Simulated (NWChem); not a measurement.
Program: NWChem. System: O₂Si, charge 1, spin multiplicity 2, at the geometry of a parent with another charge or spin, in a state set for the comparison that need not be this species' ground state. Its SCF solution wasn't tested for a lower state. Level: UB3LYP/def2-TZVP, VWN1-RPA local correlation.

Job file:

```
start mol
memory heap 200 mb stack 900 mb global 1100 mb
charge 1
geometry units angstroms nocenter noautoz
  O      0.000000     0.000000    -1.540609
  Si     0.000000     0.000000     0.000000
  O      0.000000     0.000000     1.540609
  symmetry group D2h
end
basis spherical
  * library def2-tzvp
end
dft
  xc b3lyp
  odft
  mult 2
  semidirect memsize 60000000 filesize 0
  iterations 100
end
task dft energy
```

Part of the output:

```
             Northwest Computational Chemistry Package (NWChem) 7.3.0
             --------------------------------------------------------

                                NWChem Input Module
                                -------------------

 Scaling coordinates for geometry "geometry" by  1.889725989
 (inverse scale =  0.529177249)

 Turning off AUTOSYM since
 SYMMETRY directive was detected!

                             Geometry "geometry" -> ""
                             -------------------------

 Output coordinates in angstroms (scale by  1.889725989 to convert to a.u.)

  No.       Tag          Charge          X              Y              Z
 ---- ---------------- ---------- -------------- -------------- --------------
    1 O                    8.0000     0.00000000     0.00000000    -1.54060900
    2 Si                  14.0000     0.00000000     0.00000000     0.00000000
    3 O                    8.0000     0.00000000     0.00000000     1.54060900

 Effective nuclear repulsion energy (a.u.)      87.9323538574

            Nuclear Dipole moment (a.u.)
            ----------------------------
        X                 Y               Z
 ---------------- ---------------- ----------------
     0.0000000000     0.0000000000     0.0000000000

      Symmetry information
      --------------------

 Group name             D2h
 Group number             26
 Group order               8
 No. of unique centers     2

      Symmetry unique atoms

     1    2


 Summary of "ao basis" -> "" (spherical)
 ------------------------------------------------------------------------------
       Tag                 Description            Shells   Functions and Types
 ---------------- ------------------------------  ------  ---------------------
 *                         def2-tzvp                  on all atoms

                                 NWChem DFT Module
                                 -----------------

 Summary of "ao basis" -> "ao basis" (spherical)
 ------------------------------------------------------------------------------
       Tag                 Description            Shells   Functions and Types
 ---------------- ------------------------------  ------  ---------------------
 O                         def2-tzvp                11       31   5s3p2d1f
 Si                        def2-tzvp                13       37   5s5p2d1f

 Summary of "ao basis" -> "ao basis" (spherical)
 ------------------------------------------------------------------------------
       Tag                 Description            Shells   Functions and Types
 ---------------- ------------------------------  ------  ---------------------
 O                         def2-tzvp                11       31   5s3p2d1f
 Si                        def2-tzvp                13       37   5s5p2d1f

      Symmetry analysis of basis
      --------------------------

        ag         23
        au          4
        b1g         5
        b1u        21
        b2g         9
        b2u        14
        b3g         9
        b3u        14

            General Information
            -------------------
          SCF calculation type: DFT
          Wavefunction type:  spin polarized.
          No. of atoms     :     3
          No. of electrons :    29
           Alpha electrons :    15
            Beta electrons :    14
          Charge           :     1
          Spin multiplicity:     2
          Use of symmetry is: on ; symmetry adaption is: on
          Maximum number of iterations: 100
          AO basis - number of functions:    99
                     number of shells:    35
          Convergence on energy requested:  1.00D-06
          Convergence on density requested:  1.00D-05
          Convergence on gradient requested:  5.00D-04

              XC Information
              --------------
                         B3LYP Method XC Potential
                     Hartree-Fock (Exact) Exchange  0.200
                        Slater Exchange Functional  0.800 local
                    Becke 1988 Exchange Functional  0.720 non-local
              Lee-Yang-Parr Correlation Functional  0.810
                  VWN I RPA Correlation Functional  0.190 local

             Grid Information
             ----------------
          Grid used for XC integration:  medium
          Radial quadrature: Mura-Knowles
          Angular quadrature: Lebedev.
          Tag              B.-S. Rad. Rad. Pts. Rad. Cut. Ang. Pts.
          ---              ---------- --------- --------- ---------
          O                   0.60       49           8.0       434
          Si                  1.10       88           7.0       590
          Grid pruning is: on
          Number of quadrature shells:   137
          Spatial weights used:  Erf1

          Convergence Information
          -----------------------
          Convergence aids based upon iterative change in
          total energy or number of iterations.
          Levelshifting, if invoked, occurs when the
          HOMO/LUMO gap drops below (HL_TOL):  1.00D-02
          DIIS, if invoked, will attempt to extrapolate
          using up to (NFOCK): 10 stored Fock matrices.

                    Damping( 0%)  Levelshifting(0.5)       DIIS
                  --------------- ------------------- ---------------
          dE  on:    start            ASAP                start
          dE off:    2 iters        100 iters           100 iters

      Screening Tolerance Information
      -------------------------------
          Density screening/tol_rho:  1.00D-10
          AO Gaussian exp screening on grid/accAOfunc:  14
[...]
    80      0.126837  3 O  px                43      0.100973  2 Si px
    37     -0.096308  2 Si px                40     -0.046812  2 Si px

 Vector   15  Occ=1.000000D+00  E=-6.717242D-01  Symmetry=b2g
              MO Center=  5.5D-16, -1.5D-16, -1.3D-13, r^2= 2.7D+00
   Bfn.  Coefficient  Atom+Function         Bfn.  Coefficient  Atom+Function
  ----- ------------  ---------------      ----- ------------  ---------------
     6      0.340192  1 O  px                74     -0.340192  3 O  px
     9      0.287421  1 O  px                77     -0.287421  3 O  px
    12      0.144770  1 O  px                80     -0.144770  3 O  px
    55      0.107684  2 Si d  1              60      0.077472  2 Si d  1

 Vector   16  Occ=0.000000D+00  E=-4.263033D-01  Symmetry=ag
              MO Center= -7.2D-17,  2.1D-16,  3.6D-14, r^2= 2.3D+00
   Bfn.  Coefficient  Atom+Function         Bfn.  Coefficient  Atom+Function
  ----- ------------  ---------------      ----- ------------  ---------------
    36      0.726476  2 Si s                 35      0.462425  2 Si s
    34     -0.265293  2 Si s                  8     -0.228003  1 O  pz
    76      0.228003  3 O  pz                54     -0.206665  2 Si d  0
    11     -0.188070  1 O  pz                79      0.188070  3 O  pz
    14     -0.123505  1 O  pz                82      0.123505  3 O  pz

 Vector   17  Occ=0.000000D+00  E=-3.273610D-01  Symmetry=b2u
              MO Center= -6.6D-16,  8.7D-16, -5.1D-15, r^2= 2.3D+00
   Bfn.  Coefficient  Atom+Function         Bfn.  Coefficient  Atom+Function
  ----- ------------  ---------------      ----- ------------  ---------------
    47      0.642057  2 Si py                50      0.395177  2 Si py
     7     -0.199587  1 O  py                75     -0.199587  3 O  py
    44      0.185591  2 Si py                38     -0.179615  2 Si py
    10     -0.167926  1 O  py                13     -0.167172  1 O  py
    78     -0.167926  3 O  py                81     -0.167172  3 O  py

 Vector   18  Occ=0.000000D+00  E=-3.158437D-01  Symmetry=b3u
              MO Center=  1.8D-15,  8.0D-16, -5.8D-15, r^2= 2.4D+00
   Bfn.  Coefficient  Atom+Function         Bfn.  Coefficient  Atom+Function
  ----- ------------  ---------------      ----- ------------  ---------------
    46      0.632226  2 Si px                49      0.400014  2 Si px
     6     -0.211245  1 O  px                74     -0.211245  3 O  px
    12     -0.185122  1 O  px                80     -0.185122  3 O  px
    43      0.182740  2 Si px                 9     -0.175641  1 O  px
    37     -0.175510  2 Si px                77     -0.175641  3 O  px

                     DFT Final Beta Molecular Orbital Analysis
                     -----------------------------------------

 Vector   12  Occ=1.000000D+00  E=-6.868320D-01  Symmetry=b3u
              MO Center=  2.7D-15,  2.9D-16,  1.0D-13, r^2= 2.5D+00
   Bfn.  Coefficient  Atom+Function         Bfn.  Coefficient  Atom+Function
  ----- ------------  ---------------      ----- ------------  ---------------
     6      0.299704  1 O  px                74      0.299704  3 O  px
    46      0.266977  2 Si px                 9      0.242141  1 O  px
    77      0.242141  3 O  px                12      0.126984  1 O  px
    80      0.126984  3 O  px                43      0.108658  2 Si px
    37     -0.102619  2 Si px                40     -0.050176  2 Si px

 Vector   13  Occ=1.000000D+00  E=-6.549375D-01  Symmetry=b2g
              MO Center=  1.1D-15, -2.9D-16, -1.1D-13, r^2= 2.7D+00
   Bfn.  Coefficient  Atom+Function         Bfn.  Coefficient  Atom+Function
  ----- ------------  ---------------      ----- ------------  ---------------
     6      0.335495  1 O  px                74     -0.335495  3 O  px
     9      0.283824  1 O  px                77     -0.283824  3 O  px
    12      0.149287  1 O  px                80     -0.149287  3 O  px
    55      0.112594  2 Si d  1              60      0.082801  2 Si d  1

 Vector   14  Occ=1.000000D+00  E=-6.424894D-01  Symmetry=b2u
              MO Center= -1.9D-15,  1.6D-15, -3.0D-14, r^2= 2.4D+00
   Bfn.  Coefficient  Atom+Function         Bfn.  Coefficient  Atom+Function
  ----- ------------  ---------------      ----- ------------  ---------------
    47      0.332653  2 Si py                 7      0.266451  1 O  py
    75      0.266451  3 O  py                10      0.219455  1 O  py
    78      0.219455  3 O  py                44      0.129194  2 Si py
    13      0.122320  1 O  py                81      0.122320  3 O  py
    38     -0.121057  2 Si py                50      0.073336  2 Si py

 Vector   15  Occ=0.000000D+00  E=-5.593686D-01  Symmetry=b3g
              MO Center= -1.4D-16,  1.7D-16,  2.9D-14, r^2= 2.8D+00
   Bfn.  Coefficient  Atom+Function         Bfn.  Coefficient  Atom+Function
  ----- ------------  ---------------      ----- ------------  ---------------
     7      0.320630  1 O  py                75     -0.320630  3 O  py
    10      0.275298  1 O  py                78     -0.275298  3 O  py
    13      0.165282  1 O  py                81     -0.165282  3 O  py
    53     -0.118965  2 Si d -1              58     -0.096184  2 Si d -1

 Vector   16  Occ=0.000000D+00  E=-4.271321D-01  Symmetry=ag
              MO Center=  6.0D-16, -2.3D-15, -4.0D-14, r^2= 2.3D+00
   Bfn.  Coefficient  Atom+Function         Bfn.  Coefficient  Atom+Function
  ----- ------------  ---------------      ----- ------------  ---------------
    36      0.700384  2 Si s                 35      0.438098  2 Si s
    34     -0.251136  2 Si s                  8     -0.234529  1 O  pz
    76      0.234529  3 O  pz                54     -0.216027  2 Si d  0
    11     -0.191505  1 O  pz                79      0.191505  3 O  pz
    14     -0.126091  1 O  pz                82      0.126091  3 O  pz

 Vector   17  Occ=0.000000D+00  E=-3.160947D-01  Symmetry=b3u
              MO Center=  8.0D-16, -4.0D-15, -3.8D-15, r^2= 2.4D+00
   Bfn.  Coefficient  Atom+Function         Bfn.  Coefficient  Atom+Function
  ----- ------------  ---------------      ----- ------------  ---------------
    46      0.633258  2 Si px                49      0.389805  2 Si px
     6     -0.218968  1 O  px                74     -0.218968  3 O  px
    12     -0.195112  1 O  px                80     -0.195112  3 O  px
     9     -0.181543  1 O  px                77     -0.181543  3 O  px
    43      0.180592  2 Si px                37     -0.173194  2 Si px

   alpha - beta orbital overlaps
   -----------------------------

   alpha      1      2      3      4      5      6      7      8      9     10
    beta      1      2      3      4      6      5      7      8      9     10
 overlap   1.000  1.000  1.000  1.000  1.000  1.000  1.000  0.999  1.000  0.999

   alpha     11     12     13     14     15     16     17     18     19     20
    beta     14     11     15     12     13     16     18     17     19     22
 overlap   0.981  1.000  0.997  0.999  1.000  0.999  0.981  0.999  1.000  0.997

   alpha     21     22     23     24     25     26     27     28     29     30
    beta     20     21     23     24     26     25     27     28     30     29
 overlap   1.000  0.997  1.000  1.000  0.994  1.000  1.000  1.000  0.996  1.000

   alpha     31     32     33     34     35     36     37     38     39     40
    beta     31     33     32     34     35     36     37     38     39     40
 overlap   0.999  0.999  1.000  1.000  1.000  0.998  1.000  0.998  1.000  1.000

   alpha     41     42     43     44     45     46     47     48     49     50
    beta     41     42     43     44     45     46     47     48     49     50
 overlap   1.000  1.000  1.000  1.000  0.993  1.000  0.999  0.993  1.000  1.000

   alpha     51     52     53     54     55     56     57     58     59     60
    beta     51     52     54     53     56     55     57     58     60     59
 overlap   1.000  0.999  0.999  1.000  1.000  1.000  0.999  1.000  1.000  1.000

   alpha     61     62     63     64     65     66     67     68     69     70
    beta     61     63     62     64     65     67     66     68     69     71
 overlap   1.000  1.000  1.000  1.000  1.000  1.000  1.000  1.000  1.000  0.999

   alpha     71     72     73     74     75     76     77     78     79     80
    beta     70     73     72     75     74     77     76     79     78     81
 overlap   1.000  0.997  0.998  0.939  0.986  0.939  0.986  0.995  1.000  0.997

   alpha     81     82     83     84     85     86     87     88     89     90
    beta     80     82     83     84     85     87     86     89     88     91
 overlap   0.998  0.998  0.995  1.000  1.000  0.999  1.000  0.998  1.000  1.000

   alpha     91     92     93     94     95     96     97     98     99
    beta     90     92     94     95     93     96     97     98     99
 overlap   1.000  0.998  1.000  0.999  1.000  1.000  1.000  1.000  1.000

     --------------------------
     Expectation value of S2:
     --------------------------
      <S2> =      0.7912 (Exact =     0.7500)

 center of mass
 --------------
 x =   0.00000000 y =   0.00000000 z =   0.00000000

 moments of inertia (a.u.)
 ------------------
         271.140460418421           0.000000000000           0.000000000000
           0.000000000000         271.140460418421           0.000000000000
           0.000000000000           0.000000000000           0.000000000000

     Multipole analysis of the density
     ---------------------------------

     L   x y z        total         alpha         beta         nuclear
     -   - - -        -----         -----         ----         -------
     0   0 0 0      1.000000    -15.000000    -14.000000     30.000000

     1   1 0 0     -0.000000     -0.000000     -0.000000      0.000000
     1   0 1 0     -0.000000     -0.000000     -0.000000      0.000000
     1   0 0 1     -0.000000     -0.000000      0.000000      0.000000

     2   2 0 0    -13.022008     -6.517418     -6.504590      0.000000
     2   1 1 0     -0.000000     -0.000000     -0.000000      0.000000
     2   1 0 1     -0.000000     -0.000000     -0.000000      0.000000
     2   0 2 0    -12.294678     -6.455245     -5.839433      0.000000
     2   0 1 1     -0.000000     -0.000000     -0.000000      0.000000
     2   0 0 2    -15.854851    -80.613035    -70.855188    135.613372

 Task  times  cpu:        0.9s     wall:        0.9s

 Total times  cpu:        1.0s     wall:        1.0s
```
